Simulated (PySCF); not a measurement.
The geometry has C3v symmetry (within 0.05 Å) and had no frequency check at the DFT level, so a distortion to lower symmetry isn't ruled out.

Delta-SCF ions had no search for a lower state. Excitations are Tamm–Dancoff values on a coarser integration grid. The basis has no diffuse functions, so Rydberg states are missing or too high.

Cartesian coordinates (Å):
SMILES: C1[SiH]2C[SiH]3C4[SiH2]C5[SiH2]C([SiH]14)[SiH](C2)C3[SiH2]5
```xyz
34

C      0.5741     0.5766     2.7481
Si     1.6858     1.6890     1.6875
C      0.5732     2.7485     0.5747
Si    -0.5316     1.6741    -0.5312
C     -1.6241     0.5421     0.5423
Si    -2.7440    -0.5418    -0.5402
C     -1.6249    -1.6280    -1.6267
Si    -0.5377    -2.7449    -0.5390
C      0.5440    -1.6228     0.5437
Si    -0.5307    -0.5302     1.6746
Si     1.6751    -0.5293    -0.5299
C      2.7476     0.5775     0.5758
C      0.5430     0.5431    -1.6235
Si    -0.5381    -0.5410    -2.7446
H     -0.0664     1.1996     3.4099
H      1.1972    -0.0628     3.4109
H      2.5572     2.5622     2.5597
H     -0.0672     3.4106     1.1976
H      1.1960     3.4112    -0.0650
H     -1.4037     2.5469    -1.4034
H     -2.2713     1.1833     1.1833
H     -3.6346     0.3175    -1.4042
H     -3.6327    -1.4065     0.3204
H     -2.2669    -2.2715    -2.2693
H      0.3234    -3.6345    -1.4022
H     -1.4014    -3.6347     0.3215
H      1.1858    -2.2686     1.1856
H     -1.4020    -1.4024     2.5482
H      2.5495    -1.4008    -1.4011
H      3.4103    -0.0617     1.1990
H      3.4093     1.2011    -0.0641
H      1.1842     1.1849    -2.2700
H      0.3236    -1.4049    -3.6330
H     -1.4018     0.3182    -3.6357
```
Charge 0, multiplicity 1.

**Question.** What is the computed dipole moment, S1 excitation (TDA), vertical ionisation energy (Delta-SCF), HOMO–LUMO gap and S1 oscillator strength (ωB97X-D3(BJ)/def2-SVP // PBE-D3(BJ)/def2-SVP (PySCF))?

**Answer.** 
The dipole moment is 1.64 D and the S1 excitation (TDA) is 7.77 eV. The vertical ionisation energy (Delta-SCF) is 9.65 eV, the HOMO–LUMO gap is 12.05 eV and the S1 oscillator strength comes out as 0.017.
